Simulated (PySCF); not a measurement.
C₅H₅O₃ (charge -1).
Numbering: `[CH3:1][O:2][c:3]1[cH:4][cH:5][o:6][c:7]1[O-:8]` (hydrogens: H9, H10, H11 on C1; H12 on C4; H13 on C5)

The closed-shell SCF was solved with PySCF and density fitting under several settings on one GFN2-xTB geometry (grid level 2 and gas phase unless stated).

| settings | basis functions | SCF cycles | E (Eh) | HOMO (eV) | LUMO (eV) |
| --- | --- | --- | --- | --- | --- |
| PBE0/pcSseg-1 | 161 | 15 | -418.6878 | 0.69 | 5.11 |
| B97-2/def2-SVP | 137 | 16 | -418.7309 | 1.15 | 5.67 |
| PBE0/6-31++G**, energy threshold 1e-11 Eh | 174 | 16 | -418.7538 | 0.41 | 2.66 |

Task: Estimate the rows for these settings: (1) PBE0/aug-pcSseg-1; (2) PW91/6-311+G(2d,p), start guess vsap; (3) wB97X/MINI, IEF-PCM chloroform.

Result: 
```
                            settings  basis functions  SCF cycles     E (Eh)  HOMO (eV)  LUMO (eV)
                   PBE0/aug-pcSseg-1              253          18  -418.7185       0.34       2.46
PW91/6-311+G(2d,p), start guess vsap              246          18  -419.2028       1.25       2.45
      wB97X/MINI, IEF-PCM chloroform               45          13  -416.0337      -5.59       4.16
```

Task: Over all rows, what range does the HOMO–LUMO gap span?

Result: From 1.20 eV (PW91/6-311+G(2d,p), start guess vsap) to 9.75 eV (wB97X/MINI, IEF-PCM chloroform). The functional of the narrowest has no exact exchange, that of the widest range-separated exact exchange.

Task: Compare two rows with the functional PBE0: PBE0/pcSseg-1 and PBE0/aug-pcSseg-1. Which energy is lower, and by how much?

Result: PBE0/aug-pcSseg-1 (253 functions) lies 0.0307 Eh or 19 kcal/mol below PBE0/pcSseg-1 (161 functions).

Cycle counts include a coarse-grid stage where the run had one. All basis functions are spherical, in the Pople sets too. The HOMO energy is positive at B97-2/def2-SVP, PBE0/6-31++G**, PBE0/aug-pcSseg-1, PBE0/pcSseg-1 and PW91/6-311+G(2d,p); such an orbital is held in place by the finite basis. The species at its GFN2-xTB geometry (one conformer only).

The values belong to the conformer `[CH3:1][O:2][c:3]1[cH:4][cH:5][o:6][c:7]1[O-:8]`: C1–O2–C3–C4 3°.
